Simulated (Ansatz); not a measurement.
Input for Ansatz (a quantum-chemistry and plane-wave program): R-CCSD(T)/aug-cc-pV(D+d)Z on F2H2Si (SMILES F[SiH2]F) with ghost functions, monomers drawn apart or pushed together. Files ending in .json are basis or fitting sets from the Basis Set Exchange.

Ansatz 0.2 input:
```yaml
crystal:
  periodic: [false, false, false]
  atoms:
    - {symbol: F, position_ang: [0.65694701, 0.01640740, -1.45081416]}
    - {symbol: Si, position_ang: [0.07944110, -0.38767010, -0.02733471]}
    - {symbol: F, position_ang: [0.64957417, 0.69041230, 1.02424819]}
    - {symbol: H, position_ang: [-1.38179289, -0.26436893, -0.04829726]}
    - {symbol: H, position_ang: [0.60583874, -1.70358573, 0.34950397]}
basis:
  gaussian:
    orbitals: aug-cc-pV_D+d_Z.json
    ghost_atoms:
      - {symbol: F, position_ang: [-0.31949736, -0.02452863, 3.25052458]}
      - {symbol: H, position_ang: [0.15788693, 0.45397568, 2.61096860]}
magnetization: {spin_polarized: false}
correlation: {method: ccsd_t, electrons: outside_noble_gas}
scf: {lower_state_search: off}
```

The head of its log:

```
WARN ansatz: RAYON_NUM_THREADS=1 ignored (pool sized by the plan → 1); use --threads N
Functional definition: HF
these checks for a lower state are left out or cut short: stability, starts, cluster_reference, orbital_swaps, neighbouring_geometries, increment
integrals: 0.24 GiB planned
1144 factors; integrals over basis functions are off by at most 6.4e-4 eV
mean field: 0.34 GiB planned
mean field evaluation 1: about -13307.8501 eV, gradient 3.4e1 eV
mean field evaluation 2: about -13307.8612 eV, gradient 3.4e1 eV
mean field evaluation 4: about -13309.9872 eV, gradient 1.9e0 eV
mean field evaluation 8: about -13310.0035 eV, gradient 2.1e-4 eV
mean field -13310.00351057 eV, -489.1336071692 hartree, gradient 3.8e-6 eV, S^2 0.000000; 0 other end points of the search recorded, 0 dependent functions left out
7 core orbitals not correlated
reference -13310.00351057 eV, -489.1336071692 hartree; 10, 10 occupied and 111, 111 virtual orbitals, 1144 factors
```

Question: Give the final energy of this run.

Answer: -489.6783 hartree (reference determinant -489.1336, T1 diagnostic 0.014).
